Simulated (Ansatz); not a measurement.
System: SnBr (charge +1, singlet). 
Geometry from a B3LYP-D3(BJ)/def2-TZVP (Ansatz, a quantum-chemistry and plane-wave program) optimisation:
SMILES: [Sn+][Br]
```xyz
2

Sn     0.0000     0.0000    -0.9977
Br     0.0000     0.0000     1.4252
```
Charge +1, spin multiplicity 1.

Computed values are from Ansatz. Valence correlation only, unless marked. UHF or UKS for open shells. No spin-orbit coupling. Frozen are the shells of the preceding noble gas and the d and f shells that filled before the atom's block. Past Kr the def2 sets carry scalar-relativistic core potentials. CBS(X,Y): correlation extrapolated as X^-3; Hartree-Fock from the larger set.

- vertical ionisation energy (to the doublet): 16.77 eV at CCSD(T)/CBS(def2-TZVPPD,def2-QZVPPD)
- vertical electron affinity (to the doublet; negative means unbound): 6.87 eV at CCSD(T)/CBS(def2-TZVPPD,def2-QZVPPD)
- total energy: -2785.9113 Eh at CCSD(T)/CBS(def2-TZVPPD,def2-QZVPPD)
- T1 diagnostic: 0.018 at CCSD/def2-QZVPPD
